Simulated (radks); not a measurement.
Spherical jellium clusters: N electrons in a uniform positive sphere of charge N and radius rs N^(1/3), rs = 5.97 bohr. Method: non-relativistic Kohn-Sham, LDA (Slater exchange, Perdew-Wang correlation), spin-polarised, spherical densities; computed with a radial shooting solver with Libxc functionals. Levels are named by radial order and angular momentum (1s, 1p, 1d, 2s, ...), and open shells are averaged over m. Each electron was tried in the lowest free levels, single moves between levels near the top were tried too, and the lowest total energy was kept; such a search can miss a lower state. Energies include the self-energy of the background; IP and EA are vertical (highest electron removed, lowest free level filled), at fixed background; spill-out counts the electrons outside the background radius R, and alpha is the static dipole polarisability from linear response (closed shells only). A dash means not computed or, for alpha, an open shell; in EA it means that no bound solution was reached, which is typical of self-interaction and does not show that the anion is unstable. Real open-shell clusters deform, which this model forbids.

\begin{tabular}{lrrrrrr}
N & open shells & 2S & E/N (eV) & E(N+1) + E(N-1) - 2E(N) (eV) & IP (eV) & alpha/R^3 \\ \hline
1 & 1s(up 1, down 0) & 1 & -1.358 & - & - & - \\
2 & none & 0 & -1.593 & 0.552 & 3.845 & 1.367 \\
3 & 1p(up 1, down 0) & 1 & -1.487 & -0.395 & 3.036 & - \\
4 & 1p(up 2, down 0) & 2 & -1.533 & -0.244 & 3.317 & - \\
5 & 1p(up 3, down 0) & 3 & -1.609 & 0.222 & 3.456 & - \\
6 & 1p(up 3, down 1) & 2 & -1.623 & -0.204 & 3.149 & - \\
7 & 1p(up 3, down 2) & 1 & -1.662 & -0.142 & 3.297 & - \\
8 & none & 0 & -1.709 & 0.578 & 3.389 & 1.259 \\
9 & 1d(up 1, down 0) & 1 & -1.682 & -0.149 & 2.765 & - \\
10 & 1d(up 2, down 0) & 2 & -1.675 & -0.122 & 2.888 & - \\
11 & 1d(up 3, down 0) & 3 & -1.680 & -0.101 & 2.981 & - \\
12 & 1d(up 4, down 0) & 4 & -1.693 & -0.085 & 3.054 & - \\
13 & 1d(up 5, down 0) & 5 & -1.710 & 0.221 & 3.113 & - \\
14 & 1d(up 5, down 1) & 4 & -1.709 & -0.095 & 2.867 & - \\
15 & 1d(up 5, down 2) & 3 & -1.715 & -0.081 & 2.945 & - \\
16 & 1d(up 5, down 3) & 2 & -1.725 & -0.069 & 3.008 & - \\
17 & 1d(up 5, down 4) & 1 & -1.738 & -0.060 & 3.060 & - \\
18 & none & 0 & -1.752 & 0.127 & 3.103 & 1.200 \\
19 & 2s(up 1, down 0) & 1 & -1.759 & 0.172 & 2.960 & - \\
20 & none & 0 & -1.756 & 0.068 & 2.781 & 1.216 \\
21 & 1f(up 1, down 0) & 1 & -1.750 & -0.064 & 2.715 & - \\
22 & 1f(up 2, down 0) & 2 & -1.748 & -0.057 & 2.765 & - \\
23 & 1f(up 3, down 0) & 3 & -1.748 & -0.052 & 2.810 & - \\
24 & 1f(up 4, down 0) & 4 & -1.751 & -0.047 & 2.849 & - \\
25 & 1f(up 5, down 0) & 5 & -1.755 & -0.043 & 2.884 & - \\
26 & 1f(up 6, down 0) & 6 & -1.761 & -0.039 & 2.916 & - \\
27 & 1f(up 7, down 0) & 7 & -1.767 & 0.187 & 2.944 & - \\
28 & 1f(up 7, down 1) & 6 & -1.767 & -0.047 & 2.747 & - \\
29 & 1f(up 7, down 2) & 5 & -1.768 & -0.043 & 2.786 & - \\
30 & 1f(up 7, down 3) & 4 & -1.770 & -0.040 & 2.821 & - \\
31 & 1f(up 7, down 4) & 3 & -1.774 & -0.036 & 2.853 & - \\
32 & 1f(up 7, down 5) & 2 & -1.778 & -0.034 & 2.882 & - \\
33 & 1f(up 7, down 6) & 1 & -1.783 & -0.031 & 2.908 & - \\
34 & none & 0 & -1.789 & 0.212 & 2.932 & 1.161 \\
35 & 2p(up 1, down 0) & 1 & -1.789 & -0.022 & 2.713 & - \\
36 & 2p(up 2, down 0) & 2 & -1.789 & -0.015 & 2.735 & - \\
37 & 2p(up 3, down 0) & 3 & -1.789 & 0.127 & 2.749 & - \\
38 & 2p(up 3, down 0) 1g(up 1, down 0) & 4 & -1.787 & -0.034 & 2.622 & - \\
39 & 2p(up 3, down 0) 1g(up 2, down 0) & 5 & -1.785 & -0.032 & 2.650 & - \\
40 & 2p(up 3, down 0) 1g(up 3, down 0) & 6 & -1.784 & -0.031 & 2.676 & - \\
41 & 2p(up 3, down 0) 1g(up 4, down 0) & 7 & -1.784 & -0.029 & 2.700 & - \\
42 & 2p(up 3, down 0) 1g(up 5, down 0) & 8 & -1.784 & -0.027 & 2.723 & - \\
43 & 2p(up 3, down 0) 1g(up 6, down 0) & 9 & -1.785 & - & 2.745 & - \\
\end{tabular}

All shells are closed at N = 2, 8, 18, 20, 34 (there: 1s2 1p6 1d10 2s2 1f14); the second difference of the energy has clear peaks (12 % above both neighbours; the first and last values, which can be the largest, are not judged, and half-filled shells can peak too) at N = 5, 8, 13, 19, 27, 34, 37.
